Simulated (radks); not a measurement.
Problem. The scandium ion Sc2+, configuration [Ar] 3d1. Calculated with a radial shooting solver on a logarithmic mesh with Libxc functionals: Dirac Kohn-Sham, PBEsol, spin-unpolarised, spherical densities, finite nucleus; open shells fill j = l - 1/2 first; Fermi nuclear charge, rms radius 3.5459 fm. Some entries of the table are withheld. Estimate them.

orbital  occ.  eigenvalue (eV)  <r^2> (bohr^2)
1s1/2       2              (1)        0.007187
2s1/2       2        -488.9624          0.1399
2p1/2       2        -406.3652          0.1159
2p3/2       4        -401.7304          0.1177
3s1/2       2         -70.1943           1.331
3p1/2       2         -49.1756           1.577
3p3/2       4         -48.6621           1.598
3d3/2       1              (2)             (3)
3d5/2       0              (4)             (5)
4s1/2       0         -15.6382           10.73
4p1/2       0         -11.5668             (6)
4p3/2       0         -11.5099             (7)

Solution. 
(1) 1s1/2 eigenvalue (eV): -4406.568
(2) 3d3/2 eigenvalue (eV): -17.8653
(3) 3d3/2 <r^2> (bohr^2): 3.099
(4) 3d5/2 eigenvalue (eV): -17.8289
(5) 3d5/2 <r^2> (bohr^2): 3.111
(6) 4p1/2 <r^2> (bohr^2): 14.90
(7) 4p3/2 <r^2> (bohr^2): 15.04
